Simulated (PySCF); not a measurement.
**Low-lying terms of Zr⁴⁺ (zirconium, charge +4)**

Ground state [Kr], ¹S. All numbers are calculated (PySCF 2.14, scalar relativity by spin-free X2C-1e, in x2c-TZVPall with one added diffuse shell each of s, p, d type (9s7p7d1f, 72 functions)). Vertical excitation energies in eV without spin-orbit coupling; excited terms of each kind are numbered among those the solver found. Frozen: [Ar].

```json
{"term": "1 3P°", "leading excitation": "4p → d", "EOM-EE-CCSD": "30.739"}
{"term": "1 3F°", "leading excitation": "4p → d", "EOM-EE-CCSD": "31.967"}
{"term": "1 1D°", "leading excitation": "4p → d", "EOM-EE-CCSD": "33.697"}
{"term": "1 3D°", "leading excitation": "4p → d", "EOM-EE-CCSD": "33.804"}
{"term": "1 1F°", "leading excitation": "4p → d", "EOM-EE-CCSD": "33.961"}
{"term": "1 1P°", "leading excitation": "4p → d", "EOM-EE-CCSD": "41.289"}
{"term": "1 3S", "leading excitation": "4p → p", "EOM-EE-CCSD": "46.483"}
{"term": "1 3D", "leading excitation": "4p → p", "EOM-EE-CCSD": "47.492"}
{"term": "1 1D", "leading excitation": "4p → p", "EOM-EE-CCSD": "47.827"}
{"term": "1 1P", "leading excitation": "4p → p", "EOM-EE-CCSD": "48.062"}
{"term": "1 3P", "leading excitation": "4p → p", "EOM-EE-CCSD": "48.117"}
{"term": "1 1S", "leading excitation": "4p → p", "EOM-EE-CCSD": "49.502"}
```

The spin-orbit splitting of the hole, absent here, rivals or exceeds the spacing of these terms, so the LS terms are model states.

The solver can miss terms.
